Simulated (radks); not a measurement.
Computed order of ionisation of cerium. At each step one electron was removed from each of the four highest sub-shells of the ion before, moves of one valence electron (up to charge 6) and the configuration listed by NIST were tried, and the lowest configuration was kept. All-electron calculation, Dirac Kohn-Sham, BLYP, spin-unpolarised, spherical densities, finite nucleus; Fermi nuclear charge, rms radius of each element as measured or else 0.836 A^(1/3) + 0.57 fm. Program: a radial shooting solver on a logarithmic mesh with Libxc functionals. Sub-shells are occupied by j as written (lower j first in brackets).

species        lowest configuration found                                                   NIST configuration  margin to the next tried (eV)  IE (eV)  NIST IE (eV)       kind
Ce            [Xe] 4f(5/2: 2, 7/2: 0) 6s2  [Xe] 4f(5/2: 1, 7/2: 0) 5d(3/2: 1, 5/2: 0) 6s2 lies 0.227 eV higher                          0.227    5.556         5.539       exp.
Ce+           [Xe] 4f(5/2: 2, 7/2: 0) 6s1                                               differs (not computed)                          0.632   10.540         10.96  semi-emp.
Ce2+              [Xe] 4f(5/2: 2, 7/2: 0)                                                                 same                          1.230   20.473        20.197  semi-emp.
Ce3+              [Xe] 4f(5/2: 1, 7/2: 0)                                                                 same                          7.228   37.707         36.91  semi-emp.
Ce4+                                 [Xe]                                                                 same                         13.214   65.331          65.6  semi-emp.
Ce5+     [Kr] 4d10 5s2 5p(1/2: 2, 3/2: 3)                                                                 same                          3.466   78.697            78  semi-emp.
Ce6+     [Kr] 4d10 5s2 5p(1/2: 2, 3/2: 2)                                                                 same                          3.681   92.520            91     theory
Ce7+     [Kr] 4d10 5s2 5p(1/2: 2, 3/2: 1)                                                                 same                          3.902   106.76           106     theory
Ce8+     [Kr] 4d10 5s2 5p(1/2: 2, 3/2: 0)                                                                 same                          4.128   125.73           125     theory
Ce9+     [Kr] 4d10 5s2 5p(1/2: 1, 3/2: 0)                                                                 same                         18.829   141.16           140     theory
Ce10+                       [Kr] 4d10 5s2                                                                 same                         19.295   176.68           172     theory
Ce11+                       [Kr] 4d10 5s1                                                                 same                         93.440   193.80         192.2  semi-emp.
Ce12+                           [Kr] 4d10                                                                 same                         96.995   311.94           312     theory
Ce13+             [Kr] 4d(3/2: 4, 5/2: 5)                                                                 same                          3.696   342.32           340     theory

Reference values: NIST Atomic Spectra Database (exp. = measured, semi-emp. = semi-empirical, theory = theoretical value adopted there). Spin polarisation and multiplet splitting are left out, so open shells lie too high by an amount that depends on their filling. Tried without a valid solution: [Xe] 4f(5/2: 2, 7/2: 0) 5d(3/2: 1, 5/2: 0) 6s1.

Beside tabulated values, note that spin-unpolarised runs miss the spin-polarisation part of the exchange energy of open shells.
